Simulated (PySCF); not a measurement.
Species: C4H2F3N3.
Cartesian coordinates in Å at the PBE0-D3(BJ)/def2-SVP level; atoms count from 1:
```
atom  x, y, z in Å
F1    -1.9246    0.4328   -1.8085
C2    -1.7485    0.0646   -0.5465
F3    -2.1211   -1.2139   -0.4318
F4    -2.5439    0.7966    0.2209
C5    -0.2992    0.2304   -0.1312
C6     0.4880   -0.8322    0.2783
C7     1.7846   -0.4709    0.6184
N8     2.2068    0.7896    0.5486
N9     1.3964    1.7393    0.1494
N10    0.1623    1.4767   -0.1875
H11    0.1168   -1.8566    0.3279
H12    2.5234   -1.2018    0.9606
```

Linear response at CAM-B3LYP/def2-SVPD (PySCF, frozen core in the response, non-relativistic). Geometry: PBE0-D3(BJ)/def2-SVP; no solvent, vibrations or thermal averaging.

Static isotropic polarisability: 65.62 au (9.72 Å³), principal values 45.0, 71.0, 80.9 au.

(1) What is the polarisability at 1064 nm and at the sodium D line?

(2) What is the isotropic C6 coefficient between two such molecules, C6 = (3/π)∫α(iω)² dω?

(3) Which effective excitation energy ω̄ makes London's formula C6 = (3/4)α²ω̄ exact here?

(4) What n − 1 at the D line would an ideal gas of it have at 273.15 K and 1 atm (2.6868 × 10¹⁹ cm⁻³), by n − 1 = 2π·N·α′?

(5) How many electrons N does the Slater–Kirkwood formula C6 = (3/4)·√N·α^(3/2) need to give this C6?

(6) What does −C6/R⁶ come to at R = 12 Å between centres?

## Answers

(1) 66.18 au at 1064 nm (+0.9 %), 67.56 au at 589.3 nm (+3.0 %). The rise at 589.3 nm is 3.45 times that at 1064 nm; a pure ω² law gives 3.26. The lowest singlet lies at 335 nm, shorter than both wavelengths.

(2) 2009 au (Eh·bohr⁶) by a ten-point quadrature over imaginary frequencies, which is 1200 eV·Å⁶ or 116 J·nm⁶/mol.

(3) ω̄ = 4·C6/(3α²) = 0.622 Eh = 16.9 eV. A one-pole form α(ω) = α/(1 − ω²/ω̄²) fitted to the 1064 nm value gives 12.6 eV. London's choice of the ionisation energy (10.25 eV, ΔSCF at the same level) gives C6 = 1220 au, 39 % too low.

(4) 16.90 × 10⁻⁴, a formal value whether or not that pressure can be reached.

(5) N = (4·C6/3)²/α³ = 25.4; the species has 74 electrons in all.

(6) -39 J/mol. This is the leading, orientation-averaged term; C8 and higher terms are left out.

On one thread of an Arm Neoverse V1, on a shared host, this took 4.0 min of wall time (with the writing of density and orbital grids) and 1.0 GiB of memory at its peak. This is the whole response run at CAM-B3LYP/def2-SVPD, SCF included.
